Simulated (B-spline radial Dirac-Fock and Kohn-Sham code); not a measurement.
Z = 79 (gold), transition energy 35.3 keV. Calculated with a B-spline atomic structure program, using a Dirac-Hartree-Slater potential of the neutral atom with a Latter tail (no hole, which puts coefficients of high multipoles low close above an edge), finite nucleus with surface currents. The K shell is not open to conversion at this energy. Subshells that would emit electrons below 1 keV are left out.

Task: A pure transition shows α(L) = 1.19e+06, L1/L2 = 0.0165 and L1/L3 = 0.0155. What is its multipolarity?
A. E4
B. M1
C. M2
D. E3
E. M4
F. E2
G. M3
H. E1

Result: A. For comparison, α(L), L1/L2, L1/L3 are E1 1.09, 1.14, 0.893; E2 533, 0.0193, 0.0177; E3 38800, 0.0198, 0.0190; M1 21.5, 9.64, 93.5; M2 1600, 14.4, 2.08; M3 131000, 14.0, 0.203; M4 5.93e+06, 12.1, 0.0616.
